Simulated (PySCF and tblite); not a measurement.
Values are calculated unless marked as measured or tabulated.
System: C5H7BrF2, numbered as in [F:1][C:2]1([F:3])[CH2:4][CH2:5][C@@H:6]([Br:7])[CH2:8]1.

Motion: inversion of the 5-membered ring (2–4–5–6–8). GFN2-xTB gives an electronic barrier of 2.8 kcal/mol and a reaction energy of 0.2 kcal/mol.

Spin–orbit effects of heavy atoms on shieldings are missing.

Problem. What does PBE0/pcSseg-1 + D3(BJ) give on GFN2-xTB geometries?

Solution. A barrier of 2.9 kcal/mol, 0.1 above the tight-binding barrier (from unrounded values), a reaction energy of 0.8 kcal/mol and, with GFN2-xTB thermal terms, ΔG‡(298 K) = 3.4 kcal/mol and k = 2.2×10¹⁰ s⁻¹ (1 equivalent path).

Programs: tblite and PySCF.
